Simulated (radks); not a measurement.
Problem. These are the eigenvalues of the occupied orbitals of an atom or ion with whole-number occupations (eV). Method: scalar-relativistic Kohn-Sham, B86b exchange with PBE correlation, spin-unpolarised, spherical densities, finite nucleus; Fermi nuclear charge, rms radius of each element as measured or else 0.836 A^(1/3) + 0.57 fm; computed with a radial shooting solver on a logarithmic mesh with Libxc functionals.

| orbital | eigenvalue |
|---|---|
| 1s | -24193.84 |
| 2s | -3554.159 |
| 2p | -3189.127 |
| 3s | -661.6944 |
| 3p | -541.6902 |
| 3d | -351.0931 |
| 4s | -110.5188 |
| 4p | -76.1283 |
| 4d | -27.3503 |

Which element is it, and in what charge state? The configuration may be excited.

Solution. Z = 46, palladium, charge +2: Pd2+ in [Kr] 4d8. The list shows which subshells hold electrons but not how many an open one holds; the 1s level, -889.11 hartree, gives Z - s = 42.2 by -(Z - s)^2/2, which with screening and relativity narrows Z to a few neighbours, and the depths of the outer levels then fix element, charge and occupations together.
